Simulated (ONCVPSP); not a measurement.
Building the ONCV potential for chromium (Cr) (revPBE, scalar-relativistic).

ONCVPSP 4.0.1 input, shortened (lines: element, Z, core and valence counts, functional; n l f; lmax; l rc ep ncon nbas qcut; lloc lpopt rc5 dvloc0; l nproj debl; icmod fcfact rcfact), revPBE, scalar-relativistic:

```
  Cr 24.00    3    4  -102130      upf
    1    0    2.00
    2    0    2.00
    2    1    6.00
    3    0    2.00
    3    1    6.00
    3    2    5.00
    4    0    0.50
    2
    0    1.45    0.00    3    6    7.50
    1    1.40    0.00    4    8    8.80
    2    1.85    0.00    3    8    6.80
    4    5    1.40    4.00
    0    2    1.90
    1    2    2.80
    2    2    1.20
    3    5.00    1.30
```

All-electron outer shells of the reference configuration (revPBE, scalar-relativistic, ld1.x):

```csv
shell,level (eV),outermost node (bohr),outermost maximum (bohr)
2p,-563.79,–,0.20
3s,-77.29,0.36,0.78
3p,-48.71,0.33,0.80
4s,-6.75,1.12,2.68
3d,-6.11,–,0.85
```

Problem. Estimate the cutoffs (Ha) at which the residual kinetic energy of the hardest occupied pseudo-wave falls to 1 and 0.1 mHa per electron.

Solution. 26 Ha and 36 Ha.

Problem. Does the potential have ghost states?

Solution. No bound ghost flagged; no localised positive-energy state flagged.

Problem. Tests: 3s2 3p6 3d5 4s1; 3s2 3p6 3d5 4s0; 3s2 3p6 3d4 4s0; 3s2 3p6 3d4 4s1 4p1. Which has the largest error in its energy relative to the reference configuration, and how large is it?

Solution. 3s2 3p6 3d4 4s1 4p1, with +67 meV (all-electron minus pseudo) on +0.83 eV.
